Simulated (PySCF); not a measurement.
Electron correlation in B (boron, neutral)

[He] 2s2 2p1, 2P determinant. Computed with PySCF 2.14 in aug-cc-pVDZ-DK, with scalar relativity by spin-free X2C-1e. Frozen: 1s2; 3 electrons correlated.

MP2 pair energies summed by pair of shells (mhartree):

| pair | energy | share (%) |
| --- | --- | --- |
| 2s-2s | -21.96 | 59.2 |
| 2s-2p | -15.12 | 40.8 |

Total MP2 correlation energy: -37.07 mhartree.

Same-spin part -2.55 and opposite-spin part -34.53 mhartree; SCS-MP2 scales them by 1/3 and 6/5 to -42.28 mhartree.

| level | correlation energy (mhartree) |
| --- | --- |
| CCSD | -59.62 |
| (T) | -0.91 |
| CCSD(T) | -60.53 |

Diagnostics: T1 = 0.014, D1 = 0.0268, largest double amplitude 0.076.

**Question.** Is a single reference adequate?

**Answer.** Mostly. T1 lies below 0.03, but a double amplitude of this size points to a near-degeneracy that CCSD handles and MP2 describes poorly.
